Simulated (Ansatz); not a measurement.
One change: `[CH3][Ge]([OH])([OH])[F]` becomes `[CH3][Ge]([NH2])([OH])[F]`.

Ansatz, PBE0-D4/def2-TZVP geometries, multiplicity 1. Each molecule was computed in one conformer, which needn't be the lowest.

Scalar relativity is left out up to krypton.

```csv
property,`[CH3][Ge]([OH])([OH])[F]`
HOMO–LUMO gap (PBE/def2-TZVPP) / eV,6.54
LUMO energy (B3LYP/def2-TZVPP) / eV,-0.21
size of the dipole moment (PBE/def2-TZVPP) / D,1.05
LUMO energy (ωB97M-V/def2-TZVPP) / eV,1.79
LUMO energy (PBE0/def2-TZVPP) / eV,0.19
size of the dipole moment (ωB97M-V/def2-TZVPP) / D,1.08
```

Problem. What does the change do to each property? (Best estimate.)

Solution. Computed: 
| property | `[CH3][Ge]([NH2])([OH])[F]` | shift |
| --- | --- | --- |
| HOMO–LUMO gap (PBE/def2-TZVPP) / eV | 5.78 | -0.76 |
| LUMO energy (B3LYP/def2-TZVPP) / eV | 0.00 | 0.21 |
| size of the dipole moment (PBE/def2-TZVPP) / D | 2.18 | 1.13 |
| LUMO energy (ωB97M-V/def2-TZVPP) / eV | 1.87 | 0.08 |
| LUMO energy (PBE0/def2-TZVPP) / eV | 0.38 | 0.19 |
| size of the dipole moment (ωB97M-V/def2-TZVPP) / D | 2.26 | 1.18 |

With PBE0 the HOMO rises by 1.21 eV and the LUMO rises by 0.19 eV, so the gap narrows by about 1.02 eV. PBE moves the HOMO by 1.01 eV and ωB97M-V by 1.19 eV. Dipoles are sizes alone; their direction can turn.

B3LYP here is the variant with VWN-RPA as its local correlation; programs differ in this.
